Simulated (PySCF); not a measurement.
# Simulated absorption spectrum

CH7BrSi2.
SMILES: `C[SiH2][SiH2]Br`

Method used: PySCF, TDDFT wB97X-D/def2-SVPD, vertical, gas phase, core orbitals frozen in the response. Isolated species at its PBE0-D3(BJ)/def2-SVP geometry (one conformer only). Relativistic effects, spin–orbit coupling among them, are left out although an element past zinc is present. Torsions of this conformer, `[CH3:1][SiH2:2][SiH2:3][Br:4]`: C1–Si2–Si3–Br4 178°.

Broadening: Gaussians 0.5 eV wide at half height, area fixed by f = 4.319×10⁻⁹ ∫ε dν̃. The width is an assumption, not a result. The curve ends short of the highest state used, and states not computed would add to its high-energy end.

| E (eV) | ε (L mol⁻¹ cm⁻¹) |
| --- | --- |
| 5.21 | 3 |
| 5.31 | 14 |
| 5.41 | 53 |
| 5.51 | 160 |
| 5.61 | 386 |
| 5.71 | 745 |
| 5.81 | 1155 |
| 5.92 | 1458 |
| 6.02 | 1455 |
| 6.12 | 1228 |
| 6.22 | 952 |
| 6.32 | 765 |
| 6.42 | 666 |
| 6.52 | 576 |
| 6.63 | 453 |
| 6.73 | 399 |
| 6.83 | 558 |
| 6.93 | 1101 |
| 7.03 | 2126 |
| 7.13 | 3525 |
| 7.23 | 4944 |
| 7.34 | 6009 |
| 7.44 | 6282 |
| 7.54 | 6014 |

Problem. Where are the band maxima, and which computed states make them?

Solution. 208 nm (5.97 eV), ε about 1500, made up of S1 (98%); 167 nm (7.43 eV), ε about 6300, made up of S4 (47%) and S6 (32%) (ε in L mol⁻¹ cm⁻¹; maxima over ε = 5, shares over 10%). The states used: S1 5.96 eV (f 0.027); S2 6.47 eV (f 0.010); S3 7.21 eV (f 0.020); S4 7.33 eV (f 0.061); S5 7.44 eV (f 0.010); S6 7.61 eV (f 0.054); S7 7.91 eV (f 0.0002); S8 7.97 eV (f 0.034); S9 8.03 eV (f 0.014); S10 8.14 eV (f 0.108).

Problem. On this curve, what absorbance would a 10⁻⁵ mol/L sample give at 193 nm over a 1 cm path?

Solution. 193 nm is 6.424 eV, where ε is about 660 L mol⁻¹ cm⁻¹, so A = ε c l ≈ 0.0066 (Beer–Lambert, with the gas-phase spectrum and the assumed width).

Problem. Coming from long wavelengths, where does ε first pass 100 L mol⁻¹ cm⁻¹?

Solution. At about 227 nm (5.47 eV), 0.49 eV below S1.

Problem. What would ε be at 7.43 eV, the highest of these maxima, with half the width (0.25 eV)?

Solution. About 7010 L mol⁻¹ cm⁻¹ against 6280, a factor of about 1.1; a lone state at its own centre would give exactly 2.

The vertical ionisation energy (ΔSCF) is 9.80 eV, 1.66 eV above S10.

Time: 62 s of wall time. Hardware: one thread of an Arm Neoverse V2 (shared host).
